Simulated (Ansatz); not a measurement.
Ansatz (a program for electronic structure) input for C2H11FSi3, SMILES F[SiH2][SiH2]CC[SiH3], PBE/def2-SVPD. Geometry optimised at PBE0-D3(BJ)/def2-SVP. The structure was generated by enumeration, and PubChem lists no compound with its InChIKey, so it may never have been made. The values are those of a single conformer.

Ansatz 0.2 input:
```yaml
crystal:
  periodic: [false, false, false]
  atoms:
    - {symbol: F, position_ang: [2.53123447, 1.82329535, -0.11682364]}
    - {symbol: Si, position_ang: [2.67631924, 0.20401032, 0.06841748]}
    - {symbol: Si, position_ang: [0.52470944, -0.64872522, 0.42782287]}
    - {symbol: C, position_ang: [-0.60261937, -0.06376750, -0.97782664]}
    - {symbol: C, position_ang: [-2.03175998, -0.61827210, -0.98609433]}
    - {symbol: Si, position_ang: [-3.12378712, -0.14717255, 0.48508085]}
    - {symbol: H, position_ang: [3.61112512, -0.04952885, 1.20483307]}
    - {symbol: H, position_ang: [3.28276593, -0.33954054, -1.18508226]}
    - {symbol: H, position_ang: [0.03118943, -0.17340962, 1.75825728]}
    - {symbol: H, position_ang: [0.59379872, -2.14589279, 0.46795676]}
    - {symbol: H, position_ang: [-0.60853192, 1.03988965, -0.93732907]}
    - {symbol: H, position_ang: [-0.08992602, -0.32017426, -1.92206635]}
    - {symbol: H, position_ang: [-2.02068491, -1.72053342, -1.05160032]}
    - {symbol: H, position_ang: [-2.56160853, -0.27381657, -1.89199580]}
    - {symbol: H, position_ang: [-3.07283076, 1.33065452, 0.71398854]}
    - {symbol: H, position_ang: [-2.68497460, -0.83311061, 1.73894224]}
    - {symbol: H, position_ang: [-4.53653815, -0.54553402, 0.20053745]}
basis:
  gaussian:
    orbitals: def2-SVPD
hamiltonian:
  xc: {name: PBE}
```

Log of the run:

```
WARN ansatz: RAYON_NUM_THREADS=2 ignored (pool sized by the plan → 2); use --threads N
Functional definition: PBE
integrals: 0.21 GiB planned
1911 factors; their error is unknown
mean field: 1.27 GiB planned
mean field evaluation 1: about -28564.2748 eV, gradient 6.8e1 eV
mean field evaluation 2: about -28528.1344 eV, gradient 1.4e2 eV
mean field evaluation 4: about -28575.2585 eV, gradient 9.3e0 eV
mean field evaluation 8: about -28575.4257 eV, gradient 1.5e-1 eV
mean field evaluation 16: about -28575.3633 eV, gradient 3.1e-4 eV
mean field -28575.36332385 eV, -1050.1252330745 hartree, gradient 7.2e-5 eV, S^2 0.000000; 0 other end points of the search recorded, 0 dependent functions left out
reference -28575.36338795 eV, -1050.1252354302 hartree; 37, 37 occupied and 186, 186 virtual orbitals, 1911 factors
Total energy: -28575.36338795 eV, -1050.1252354302 hartree
```

Self-consistency was reached.

Cost: roughly 7 core-seconds.
